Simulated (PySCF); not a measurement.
Members of one series of related molecules.

All values: CAM-B3LYP/def2-SVPD (PySCF) at GFN2-xTB geometries, gas phase, one conformer each. Core orbitals are frozen in the response; Δα² is half the sum of the squared differences of the principal polarisabilities.

(1) Rank by mean static polarisability, lowest first.
A. `[O-][n+]1ccc(O)cc1`
B. `[O-][n+]1ccc(F)cc1`
C. `c1c(/C=N\[H])cc[n+](c1)[O-]`
D. `CC1=CC=[N+]([O-])C=C1`
E. `O=COC1=CC=[N+]([O-])C=C1`

(2) Rank by polarisability anisotropy Δα, lowest first.
A. `[O-:1][n+:2]1[cH:3][cH:4][c:5]([CH:6]([F:7])[F:8])[cH:9][cH:10]1` with C4–C5–C6–F7 -121°
B. `[O-][N+]1=CC=C(F)C=C1`
C. `[O-:1][n+:2]1[cH:3][cH:4][c:5]([OH:6])[cH:7][cH:8]1` with C4–C5–O6–H 180°
D. `[H]/[N:1]=[CH:2]\[c:3]1[cH:4][cH:5][n+:6]([O-:7])[cH:8][cH:9]1` with N1–C2–C3–C4 0°

(3) Rank by HOMO energy, lowest first.
A. `[O-][n+]1ccc(F)cc1`
B. `Cc1cc[n+]([O-])cc1`
C. `c1(C(F)F)cc[n+](cc1)[O-]`
D. `[O-][n+]1ccc(O)cc1`
E. `O=COc1cc[n+]([O-])cc1`
F. `N#Cc1cc[n+]([O-])cc1`

## Answers

(1) B (10.60 Å³), A (11.42 Å³), D (12.56 Å³), E (13.34 Å³), C (14.31 Å³).

(2) B (7.64 Å³), C (8.69 Å³), A (9.08 Å³), D (13.01 Å³).

(3) F (-8.32 eV), C (-8.07 eV), E (-7.85 eV), A (-7.72 eV), B (-7.40 eV), D (-7.23 eV).

All values together:

```csv
SMILES,formula,μ (D),HOMO (eV),LUMO (eV),α (Å³),Δα (Å³),electrons,α per electron (Å³)
Cc1cc[n+]([O-])cc1,C6H7NO,5.08,-7.40,-0.13,12.56,9.19,58,0.217
[H]/N=C\c1cc[n+]([O-])cc1,C6H6N2O,1.38,-7.93,-1.35,14.31,13.01,64,0.224
[O-][n+]1ccc(C(F)F)cc1,C6H5F2NO,2.64,-8.07,-0.88,12.77,9.08,74,0.173
N#Cc1cc[n+]([O-])cc1,C6H4N2O,0.52,-8.32,-1.54,13.50,12.94,62,0.218
[O-][n+]1ccc(F)cc1,C5H4FNO,2.88,-7.72,-0.37,10.60,7.64,58,0.183
[O-][n+]1ccc(O)cc1,C5H5NO2,4.94,-7.23,-0.02,11.42,8.69,58,0.197
O=COc1cc[n+]([O-])cc1,C6H5NO3,4.24,-7.85,-0.53,13.34,8.89,72,0.185
```

Conformers: `[H]/[N:1]=[CH:2]\[c:3]1[cH:4][cH:5][n+:6]([O-:7])[cH:8][cH:9]1` with N1–C2–C3–C4 0°; `[O-:1][n+:2]1[cH:3][cH:4][c:5]([CH:6]([F:7])[F:8])[cH:9][cH:10]1` with C4–C5–C6–F7 -121°; `[O-:1][n+:2]1[cH:3][cH:4][c:5]([OH:6])[cH:7][cH:8]1` with C4–C5–O6–H 180°; `[O:1]=[CH:2][O:3][c:4]1[cH:5][cH:6][n+:7]([O-:8])[cH:9][cH:10]1` with O1–C2–O3–C4 0°, C2–O3–C4–C5 91°.

Task: How closely does the mean polarisability follow the number of electrons in this set?

Result: The correlation coefficient is 0.49; α per electron runs from 0.173 to 0.224 Å³.
